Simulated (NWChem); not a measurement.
Molecule: InHOF2; SMILES [F][In]([OH])[F]

```xyz
5

In     0.0165     0.0012     0.0000
F     -1.9398     0.2474     0.0000
F      1.0885     1.6428     0.0000
O      0.8428    -1.8246     0.0000
H      0.1111    -2.4759     0.0000
```
Atoms are numbered in this order, from 1.

All runs: NWChem. The geometry was optimised at PBE-D3(BJ)/def2-SVP (def2 core potentials past Kr).

Question: What does the run give for B3LYP/3-21G, non-relativistic? Quantities: highest occupied level (eV); orbital gap (eV); dipole (D).

Answer: The highest occupied level (eV) is -7.91. The orbital gap (eV) is 5.38. The dipole (D) is 2.13.
